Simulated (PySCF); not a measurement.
Two-component Hartree-Fock for Ar²⁺ (argon, charge +2)

Start: [Ne] 3s2 3p4; 3p1/2 filled at m_j = +1/2; 3p3/2 filled at m_j = -1/2, +1/2, +3/2. Calculated with PySCF 2.14 in x2c-TZVPall-2c with one added diffuse shell each of s, p type (6s7p2d1f, 44 functions): generalised Hartree-Fock with the X2C-1e Hamiltonian and a Gaussian nucleus; one run each with spin-orbit coupling (SO) switched off, then screened by Boettger's factors. This is a chosen level, not necessarily the ground level.

```json
{"spinor shell": "1s1/2", "electrons": "2", "ε, spin-free (eV)": "-3271.2", "ε, screened SO (eV)": "-3271.2", "weight of nominal j (screened SO)": "1.000", "rms radius, screened SO (bohr)": "0.0991"}
{"spinor shell": "2s1/2", "electrons": "2", "ε, spin-free (eV)": "-367.64", "ε, screened SO (eV)": "-367.61", "weight of nominal j (screened SO)": "1.000", "rms radius, screened SO (bohr)": "0.446"}
{"spinor shell": "2p1/2", "electrons": "2", "ε, spin-free (eV)": "-290.42", "ε, screened SO (eV)": "-292.37", "weight of nominal j (screened SO)": "0.945", "rms radius, screened SO (bohr)": "0.415"}
{"spinor shell": "2p3/2", "electrons": "4", "ε, spin-free (eV)": "-290.42", "ε, screened SO (eV)": "-289.42", "weight of nominal j (screened SO)": "0.972", "rms radius, screened SO (bohr)": "0.417"}
{"spinor shell": "3s1/2", "electrons": "2", "ε, spin-free (eV)": "-59.876", "ε, screened SO (eV)": "-59.867", "weight of nominal j (screened SO)": "0.999", "rms radius, screened SO (bohr)": "1.43"}
{"spinor shell": "3p3/2", "electrons": "3", "ε, spin-free (eV)": "-42.685", "ε, screened SO (eV)": "-43.540", "weight of nominal j (screened SO)": "0.647", "rms radius, screened SO (bohr)": "1.58"}
{"spinor shell": "3p1/2", "electrons": "1", "ε, spin-free (eV)": "-42.685", "ε, screened SO (eV)": "-40.160", "weight of nominal j (screened SO)": "0.660", "rms radius, screened SO (bohr)": "1.61"}
```

```json
{"quantity": "E (hartree)", "spin-free": "-527.10526", "screened SO": "-527.10957"}
{"quantity": "M_J", "spin-free": "2", "screened SO": "2"}
{"quantity": "⟨J²⟩", "spin-free": "6.011", "screened SO": "6.014"}
{"quantity": "⟨L²⟩", "spin-free": "2.008", "screened SO": "2.021"}
{"quantity": "⟨S²⟩", "spin-free": "2.003", "screened SO": "1.997"}
```

Each row is a mean over spinors that exchange with the open shell spreads, by up to 7.961 eV (3s1/2).

Rows whose weight is well below 1 are mixtures of j = l ± 1/2: exchange outweighs spin-orbit coupling there, and the label is only the starting occupation.

Without spin-orbit coupling the j labels of p, d and f shells carry no meaning; the spin-free column gives the mean over the occupied spinors of each nl shell.
